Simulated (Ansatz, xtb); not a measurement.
# Two isomers of C3H10O2SSi

Structure I: `CCO[Si@H](O)SC`, a singlet. Structure II: `CC[Si@](O)(S)OC`, a singlet. Both are isolated molecules in the gas phase, relaxed with PBE-D3(BJ)/def2-SVP; each stands in its lowest conformer found.

I (Å):

```xyz
17

C     0.4487    1.3272   -1.4179
C     1.5209    1.1039   -0.3599
C    -2.1688   -1.5547    2.3563
O     1.5100   -0.2298    0.1465
O     1.2624   -2.1671    2.0573
S    -1.4021   -1.0451    0.7613
Si    0.6153   -0.7502    1.4546
H    -0.5667    1.2012   -0.9897
H     0.5645    0.6006   -2.2469
H     0.5242    2.3509   -1.8383
H     2.5305    1.2736   -0.7929
H     1.4017    1.8393    0.4715
H     0.6818    0.2177    2.5972
H     1.1886   -2.9233    1.4472
H    -1.6113   -2.3967    2.8087
H    -2.2107   -0.7094    3.0705
H    -3.1999   -1.8831    2.1281
```

II (Å):

```json
{"atom": "C", "x (Å)": "1.5349", "y (Å)": "-1.8020", "z (Å)": "1.2242"}
{"atom": "C", "x (Å)": "0.2669", "y (Å)": "-0.9824", "z (Å)": "0.9464"}
{"atom": "C", "x (Å)": "-1.8872", "y (Å)": "1.7280", "z (Å)": "0.6433"}
{"atom": "O", "x (Å)": "1.3420", "y (Å)": "1.5150", "z (Å)": "1.7165"}
{"atom": "O", "x (Å)": "-1.4361", "y (Å)": "1.2413", "z (Å)": "1.8958"}
{"atom": "S", "x (Å)": "0.0748", "y (Å)": "-0.0176", "z (Å)": "4.1830"}
{"atom": "Si", "x (Å)": "0.0599", "y (Å)": "0.4933", "z (Å)": "2.0818"}
{"atom": "H", "x (Å)": "1.6180", "y (Å)": "-2.6757", "z (Å)": "0.5459"}
{"atom": "H", "x (Å)": "2.4465", "y (Å)": "-1.1847", "z (Å)": "1.0931"}
{"atom": "H", "x (Å)": "1.5401", "y (Å)": "-2.1866", "z (Å)": "2.2652"}
{"atom": "H", "x (Å)": "0.2640", "y (Å)": "-0.6054", "z (Å)": "-0.1005"}
{"atom": "H", "x (Å)": "-0.6444", "y (Å)": "-1.6099", "z (Å)": "1.0532"}
{"atom": "H", "x (Å)": "1.4761", "y (Å)": "2.2208", "z (Å)": "2.3746"}
{"atom": "H", "x (Å)": "-1.2427", "y (Å)": "0.3118", "z (Å)": "4.2876"}
{"atom": "H", "x (Å)": "-1.1354", "y (Å)": "2.3887", "z (Å)": "0.1546"}
{"atom": "H", "x (Å)": "-2.1317", "y (Å)": "0.9021", "z (Å)": "-0.0639"}
{"atom": "H", "x (Å)": "-2.8110", "y (Å)": "2.3203", "z (Å)": "0.8058"}
```

Quicker runs give these differences E(II) − E(I): GFN2-xTB +0.430 eV; HF/STO-3G −0.393 eV (at GFN2-xTB geometries); r2SCAN-D4/def2-SVP −0.547 eV (at GFN2-xTB geometries).

Task: Estimate E(II) − E(I) at the level CCSD(T)/def2-SVP + ΔMP2/def2-TZVPP.

Result: Calculated at CCSD(T)/def2-SVP + ΔMP2/def2-TZVPP: E(II) − E(I) = −0.439 eV, so structure II lies lower.

Level by level:

```
                             level             geometry  E(II) − E(I) (eV)  departure from the last row (eV)  job, with rough time for the two
                          GFN2-xTB             GFN2-xTB              +0.430                            +0.869                 optimisation, 1 s
                         HF/STO-3G             GFN2-xTB              −0.393                            +0.047              single point, 0.44 s
                r2SCAN-D4/def2-SVP             GFN2-xTB              −0.547                            −0.107               single point, 4.7 s
               PBE-D3(BJ)/def2-SVP  PBE-D3(BJ)/def2-SVP              −0.439                             0.000                optimisation, 53 s
                       HF/def2-SVP  PBE-D3(BJ)/def2-SVP              −0.448                            −0.008           part of the CCSD(T) run
                      MP2/def2-SVP  PBE-D3(BJ)/def2-SVP              −0.486                            −0.046           part of the CCSD(T) run
                  CCSD(T)/def2-SVP  PBE-D3(BJ)/def2-SVP              −0.464                            −0.025                      single point
CCSD(T)/def2-SVP + ΔMP2/def2-TZVPP  PBE-D3(BJ)/def2-SVP              −0.439                                               single point, 1.8 min
```

As drawn, II has 1 C–Si, 1 S–H in place of 1 C–S, 1 Si–H.

GFN2-xTB puts the two in the other order. The largest departure from CCSD(T)/def2-SVP + ΔMP2/def2-TZVPP is that of GFN2-xTB, 0.869 eV. The last row adds to CCSD(T) the change of the MP2 difference between the two basis sets, here +0.025 eV.

With thermal terms from frequencies at re-optimised GFN2-xTB minima (ideal gas, soft modes damped towards free rotors, one conformer each, 298.15 K, 1 atm): the zero-point term adds −0.029 eV; ΔH is −0.451 and ΔG −0.488 eV.

The correlated steps freeze 15 core orbitals. Programs: Ansatz 0.2.0, xtb 6.7.1; the last row on 4 threads of Arm Neoverse V1 on a shared host.
